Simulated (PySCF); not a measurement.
Structure problem from calculated spectra and properties.

Formula: C4H9NOSi3.

- Dipole: 1.16 D [PBE0/pcSseg-1]
- 1H NMR: chemical shifts (computed TMS as zero) by class: 7.48 (1 H), 7.38 (1 H), 5.35 (1 H), 5.24 (1 H), 5.19 (1 H), 5.16 (1 H), 5.16 (1 H), 1.99 (1 H), 0.45 (1 H) ppm [GIAO PBE0/pcSseg-1]
- Rotational structure: rotational constants A, B, C: 1.457, 0.776, 0.618 GHz [GFN2-xTB]
- 13C NMR: chemical shifts (computed TMS as zero) by class: 157.2 (1 C), 156.7 (1 C), 102.8 (1 C), 89.5 (1 C) ppm [GIAO PBE0/pcSseg-1]
- NMR, other nuclei: isotropic shieldings of nuclei other than C and H, by class: 240 (1 N), 268 (1 O), 376 (1 Si), 384 (1 Si), 406 (1 Si) ppm [GIAO PBE0/pcSseg-1]

The electronic properties come from PySCF, for the isolated species, density fitting. Levels stand in brackets. Geometry: GFN2-xTB, one conformer, isolated molecule. NMR classes are plain means over equivalent atoms (diastereotopic ones count apart unless rotation or inversion swaps them), as if these changed places fast.

Question: What is the compound? Reason from the data.

Answer: Numbering: `[CH:1]#[C:2][SiH2:3][O:4][Si@@H:5]1[CH:6]=[CH:7][SiH2:8][NH:9]1`. Its formula, C4H9NOSi3, gives 4 degrees of unsaturation: 1 ring and 3 π bonds in the structure found. 4 carbons fall into 4 classes; from least to most shielded: alkene CH carbon [C6] (157.2 ppm), alkene CH carbon [C7] (156.7 ppm), terminal alkyne carbon [C1] (102.8 ppm), alkyne carbon [C2] (89.5 ppm). Hydrogen classes from least to most shielded: 1 H on an alkene CH carbon, C7 (7.48 ppm), 1 H on an alkene CH carbon, C6 (7.38 ppm), 1 H on an oxygen-bound silicon, Si5 (5.35 ppm), 1 H on an SiH2 silicon, Si8 (5.24 ppm), 1 H on an oxygen-bound silicon, Si3 (5.19 ppm), 1 H on an oxygen-bound silicon, Si3 (5.16 ppm), 1 H on an SiH2 silicon, Si8 (5.16 ppm), 1 H on a terminal alkyne carbon, C1 (1.99 ppm), 1 H on a nitrogen bridging silicon atoms, N9 (0.45 ppm). The other shieldings belong to: 240 ppm, nitrogen bridging silicon atoms [N9]; 268 ppm, siloxane oxygen [O4]; 376 ppm, oxygen-bound silicon [Si5]; 384 ppm, SiH2 silicon [Si8]; 406 ppm, oxygen-bound silicon [Si3]. The optimised geometry has point group C1 and is an asymmetric top. Structure: `C#C[SiH2]O[Si@@H]1C=C[SiH2]N1`. Computed isomers that give other values at the same levels: `CC(=O)[Si]1(C#N)[SiH2]C[SiH2]1` (13C chemical shifts (computed TMS as zero) by class: 242.0 (1 C), 125.2 (1 C), 43.8 (1 C), -7.7 (1 C) ppm); `N#CC[C@@H]1[SiH2][SiH2][SiH2]C1=O` (13C chemical shifts (computed TMS as zero) by class: 246.5 (1 C), 125.2 (1 C), 49.6 (1 C), 16.1 (1 C) ppm). The assignments are read from this structure; whether some other isomer fits the data as well wasn't checked. The mirror image fits equally.
